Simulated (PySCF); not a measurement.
Vertical excitations of a molecule C6H5F from TDA-PBE/def2-SVPD (PySCF), as energy in eV (oscillator strength): 3.85 (0.000), 4.94 (0.014), 5.17 (0.000), 5.66 (0.000), 5.76 (0.000), 5.98 (0.001), 6.04 (0.655), 6.04 (0.008), 6.07 (0.001), 6.52 (0.019). Lowest triplet (TDA): 3.44 eV. The structure is a stationary point at B3LYP-D3(BJ)/def2-SVP. Other conformers were not sampled.

Q: Pick the molecule that these values belong to.
(A) C#CC=C=C(C)F
(B) C#CC(C)(F)C#C
(C) C=C=C(F)C#CC
(D) C#C[C@H]1C=C(F)C1

A: C, C=C=C(F)C#CC
